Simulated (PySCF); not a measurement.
Isomers of C6H8NO2P, mass 157.029 u with the commonest isotopes. Computed with PBE0/pcSseg-1 in PySCF (dipole) on a GFN2-xTB geometry, gas phase. One conformer each, none proved a minimum here; rigid rotors.

Task: Order these by out-of-plane moment Σ m c² = (Ia + Ib − Ic)/2, smallest first.
A. `[CH3:1][P@:2](=[O:3])([OH:4])[c:5]1[cH:6][cH:7][cH:8][cH:9][n:10]1` with C1–P2–O4–H 170°, C1–P2–C5–C6 -35°
B. `[CH3:1][P@:2](=[O:3])([OH:4])[c:5]1[cH:6][cH:7][n:8][cH:9][cH:10]1` with C1–P2–O4–H 137°, C1–P2–C5–C6 -114°
C. `[CH3:1][O:2][C:3](=[O:4])[c:5]1[p:6][cH:7][cH:8][n:9]1[CH3:10]` with C1–O2–C3–O4 0°, O2–C3–C5–P6 0°
D. `[CH3:1][P@@:2](=[O:3])([OH:4])[c:5]1[cH:6][cH:7][cH:8][n:9][cH:10]1` with C1–P2–O4–H -135°, C1–P2–C5–C6 -69°

Result: C (3.15 u·Å²), A (58.78 u·Å²), B (64.96 u·Å²), D (65.62 u·Å²).

Task: Order these by dipole moment, smallest first.
A. `[CH3:1][P@:2](=[O:3])([OH:4])[c:5]1[cH:6][cH:7][cH:8][cH:9][n:10]1` with C1–P2–O4–H 170°, C1–P2–C5–C6 -35°
B. `[CH3:1][P@:2](=[O:3])([OH:4])[c:5]1[cH:6][cH:7][n:8][cH:9][cH:10]1` with C1–P2–O4–H 137°, C1–P2–C5–C6 -114°
C. `[CH3:1][O:2][C:3](=[O:4])[c:5]1[p:6][cH:7][cH:8][n:9]1[CH3:10]` with C1–O2–C3–O4 0°, O2–C3–C5–P6 0°
D. `[CH3:1][P@@:2](=[O:3])([OH:4])[c:5]1[cH:6][cH:7][cH:8][n:9][cH:10]1` with C1–P2–O4–H -135°, C1–P2–C5–C6 -69°

Result: C (1.86 D), B (2.30 D), D (4.08 D), A (4.75 D).

Task: Order these by rotational constant B, smallest first.
A. `[CH3:1][P@@:2](=[O:3])([OH:4])[c:5]1[cH:6][cH:7][cH:8][n:9][cH:10]1` with C1–P2–O4–H -135°, C1–P2–C5–C6 -69°
B. `[CH3:1][O:2][C:3](=[O:4])[c:5]1[p:6][cH:7][cH:8][n:9]1[CH3:10]` with C1–O2–C3–O4 0°, O2–C3–C5–P6 0°
C. `[CH3:1][P@:2](=[O:3])([OH:4])[c:5]1[cH:6][cH:7][cH:8][cH:9][n:10]1` with C1–P2–O4–H 170°, C1–P2–C5–C6 -35°

Result: A (786.9 MHz), C (811.5 MHz), B (976.1 MHz).

```json
{"SMILES": "C[P@@](=O)(O)c1cccnc1", "point group": "C1", "Ia (u·Å²)": "207.39", "Ib (u·Å²)": "642.25", "Ic (u·Å²)": "718.40", "κ": "-0.90", "μa (D)": "0.45", "μb (D)": "3.99", "μc (D)": "0.74"}
{"SMILES": "COC(=O)c1pccn1C", "point group": "Cs", "Ia (u·Å²)": "257.16", "Ib (u·Å²)": "517.78", "Ic (u·Å²)": "768.64", "κ": "-0.51", "μa (D)": "1.08", "μb (D)": "1.51", "μc (D)": "0.00"}
{"SMILES": "C[P@](=O)(O)c1ccncc1", "point group": "C1", "Ia (u·Å²)": "205.21", "Ib (u·Å²)": "650.71", "Ic (u·Å²)": "726.00", "κ": "-0.91", "μa (D)": "0.72", "μb (D)": "2.07", "μc (D)": "0.69"}
{"SMILES": "C[P@](=O)(O)c1ccccn1", "point group": "C1", "Ia (u·Å²)": "205.34", "Ib (u·Å²)": "622.75", "Ic (u·Å²)": "710.53", "κ": "-0.89", "μa (D)": "3.52", "μb (D)": "2.16", "μc (D)": "2.36"}
```
